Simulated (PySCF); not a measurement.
These 3 structures share the formula C12H10. Level of theory: PBE0-D3(BJ)/def2-SVP geometry optimisation, gas phase in PySCF 2.14.0. Energies are electronic, without zero-point or thermal terms, for one conformer each. No frequencies were run at this level. Point groups hold within 0.08 Å.

Problem. Rank from lowest to highest electronic energy at this level (kcal/mol).
A. `[cH:1]1[cH:2][cH:3][c:4](-[c:5]2[cH:6][cH:7][cH:8][cH:9][cH:10]2)[cH:11][cH:12]1` with C3–C4–C5–C6 -38°
B. acenaphthene (`c1cc2c3c(cccc3c1)CC2`)
C. `[CH2:1]=[CH:2][c:3]1[cH:4][cH:5][cH:6][c:7]2[cH:8][cH:9][cH:10][cH:11][c:12]12` with C1–C2–C3–C4 -36° (1-vinylnaphthalene)

Solution. B (0.0), A (11.1), C (22.3).

As drawn, the highest has a C=C bond outside aromatic rings, which the lowest lacks.

```tsv
SMILES	E (Eh)	E rel (kcal/mol)	dipole (D)	point group	A, B, C (MHz)
c1cc2c3c(cccc3c1)CC2	-462.46561	0.0	0.94	–	1414, 1195, 653.0
c1ccc(-c2ccccc2)cc1	-462.44790	11.1	0.00	D2	2862, 548.3, 476.9
C=Cc1cccc2ccccc12	-462.43010	22.3	0.08	C1	1607, 849.5, 560.9
```
